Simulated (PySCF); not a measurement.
Task: Give a PBE0-D3(BJ)/def2-SVP geometry of `[Cl][Mo]([Cl])([Cl])([Cl])[Cl]` [radical]. (Doublet state.)

Result: 
```xyz
6
MoCl5 angstrom
Mo     0.000    0.044    0.000
Cl     0.000   -0.030    2.302
Cl     0.067   -0.005   -2.303
Cl     2.205    0.428    0.035
Cl    -1.546    1.635   -0.013
Cl    -0.727   -2.072   -0.020
```

Orientation and origin are arbitrary. Atoms count from 1 in this order. The 5 Cl–Mo bonds span 2.219 Å (Mo1–Cl5) to 2.304 Å (Mo1–Cl3), a spread of 0.085 Å. Mo1 (molybdenum bonded to 5 Cl) is trigonal bipyramidal (τ5 = (β − α)/60° = 0.87 from the two widest angles, 176.5° and 124.3° (0 for a square pyramid, 1 for a trigonal bipyramid)).

Bonds between heavy atoms (Å): Mo1–Cl2 2.304, Mo1–Cl3 2.304, Mo1–Cl4 2.238, Mo1–Cl5 2.219, Mo1–Cl6 2.237.

Level of theory: PySCF, PBE0-D3(BJ)/def2-SVP geometry optimisation, gas phase, def2 core potentials past Kr.

Point group: near C2v, missed by 0.15 Å at most; the miss may be what the optimiser left on a soft mode (Cs holds within 0.08 Å). Stationary, but not proved a minimum. ⟨S²⟩ = 0.758 (exact for a doublet: 0.75).

For an open-shell metal species like this, the optimisation's SCF solution wasn't tested for stability and no frequencies at its level were run, so a lower state or another shape may exist.
